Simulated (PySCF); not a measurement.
Isomers of C8H11 (doublet state), from PBE0-D3(BJ)/def2-SVP geometry optimisation, gas phase (PySCF). One conformer each, no zero-point energy, no frequencies.

Question: Which is lower in electronic energy at this level?
A. `CC1=C[C@@H]2C[CH][C@H]1C2` [radical]: A = 3692, B = 1998, C = 1868 MHz, dipole 0.41 D
B. `[CH3:1][CH2:2][C:3]1=[CH:4][CH2:5][C:6]=[CH:7][CH2:8]1` (doublet state) with C1–C2–C3–C4 -112°: A = 4096, B = 1461, C = 1174 MHz, dipole 1.19 D

Answer: A. That is `CC1=C[C@@H]2C[CH][C@H]1C2` [radical], 17.2 kcal/mol below the other.

| SMILES | mapped SMILES | E (Eh) | relative (kcal/mol) | relative (kJ/mol) | dipole (D) | ⟨S²⟩ |
| --- | --- | --- | --- | --- | --- | --- |
| CC1=C[C@@H]2C[CH][C@H]1C2 | [CH3:1][C:2]1=[CH:3][C@@H:4]2[CH2:5][CH:6][C@H:7]1[CH2:8]2 | -310.81025 | 0.0 | 0.0 | 0.41 | 0.756 |
| CCC1=CC[C]=CC1 | [CH3:1][CH2:2][C:3]1=[CH:4][CH2:5][C:6]=[CH:7][CH2:8]1 | -310.78291 | 17.2 | 71.8 | 1.19 | 0.765 |
